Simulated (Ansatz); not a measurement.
**A geometry optimisation of H3S2Si2− with PBE-D3(BJ)/def2-SVPD**

The starting geometry of this gas-phase singlet is a saddle point at PBE-D3(BJ)/def2-SVPD, pushed by 0.25 Å along its imaginary mode; its bonds are those of `[SiH3][Si](=S)[S-]`.

```xyz
7

S    -1.8945   -0.8118   -2.5126
S     1.1319    1.4010   -2.6691
Si   -0.2660    0.3021    0.5587
Si   -0.3249    0.2815   -1.8104
H    -1.2814    1.2840    1.1217
H     1.0839    0.7130    1.1406
H    -0.6151   -1.0518    1.1723
```

Problem. Predict what becomes of its bonds when it is optimised with PBE-D3(BJ)/def2-SVPD.

Solution. It keeps its bonds, and is `[SiH3][Si](=S)[S-]`.

The energy falls by 0.00 eV over 4 steps:

```csv
step,E − E(last) (eV)
1,0.005
2,0.000
3,0.000
4,0.000
```

Final geometry (Å):

```xyz
7

S    -1.8887   -0.8073   -2.5111
S     1.1293    1.3970   -2.6750
Si   -0.2619    0.2984    0.5568
Si   -0.3298    0.2855   -1.8074
H    -1.2746    1.2751    1.1181
H     1.0695    0.7080    1.1468
H    -0.6099   -1.0387    1.1730
```

The end wasn't checked by frequencies. Run with Ansatz 0.2.0, 5.4 s on 2 threads of Intel(R) Xeon(R) Platinum 8488C (Sapphire Rapids) (shared host).
